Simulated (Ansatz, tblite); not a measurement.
Cost and result up the ladder for diphenyliodonium chloride, `[Cl-].c1ccc([I+]c2ccccc2)cc1` (24 atoms). The state is a singlet with charge 0. Geometry: r2SCAN-D4/def2-SVP.

Ansatz on 4 threads of Arm Neoverse V2 on a shared host; xTB runs through tblite on one thread. Times are rough, summed over both states, and most runs start from the orbitals of an earlier one. PBE0-D4/def2-SVP serves as the yardstick here, not as an exact answer. The other state is a doublet.

In the def2 sets I takes a core potential; there is no spin–orbit coupling. The xTB rows come from tblite.

Raw xTB energies of ions are shifted by several eV.

```
           level  functions  wall time  vertical IE (eV)  difference from PBE0-D4/def2-SVP (eV)
        GFN2-xTB         76    0.044 s             12.37                                   4.33
        GFN1-xTB         86    0.046 s             13.27                                   5.24
 PBE-D4/def2-SVP        262       23 s              7.87                                  -0.16
PBE0-D4/def2-SVP        262       61 s              8.04                                   0.00
```
